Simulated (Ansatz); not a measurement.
Compare A (`CC[Si]Br`) with its isomer B (`C=C([SiH3])Br`).

Program: Ansatz. Geometries: PBE0-D4/def2-TZVP. ΔE: electronic, gas phase. CCSD(T)/CBS is the MP2 limit (def2-TZVPP, def2-QZVPP) plus CCSD(T) − MP2 in def2-TZVPP, frozen cores. DFT in def2-TZVPP. B3LYP here is the variant with VWN-RPA as its local correlation; programs differ in this. For Br outer-core shells are correlated without core-valence functions, which leaves a few kJ/mol of doubt a bond. Scalar relativity is left out up to krypton. Each species was taken in one conformer, which may not be the lowest.

(1) Which is lower in electronic energy at CCSD(T)/CBS, and by how much? (An estimate is asked.)

(2) Give E(B) − E(A) in kcal/mol with r2SCAN-D4, MP2/def2-TZVPP, PBE-D4, CCSD(T)/def2-TZVPP, ωB97M-V, B3LYP-D4, HF/def2-TZVPP. (Best estimate.)

Largest T1 diagnostic: 0.011.

Answers

(1) Computed: A, by 22.5 kcal/mol.

(2) Ansatz gave: r2SCAN-D4 21.7, MP2/def2-TZVPP 20.9, PBE-D4 24.4, CCSD(T)/def2-TZVPP 21.4, ωB97M-V 25.4, B3LYP-D4 22.3, HF/def2-TZVPP 20.1. None reverses the order clearly.

In def2-TZVPP, CCSD(T) changes the Hartree–Fock value by +1.3 kcal/mol (the triples alone add −0.8 kcal/mol) and MP2 by +0.8 kcal/mol. From PBE to PBE0 (25 % exact exchange), in def2-TZVPP and without D4, E(B) − E(A) moves by +0.7 kcal/mol.
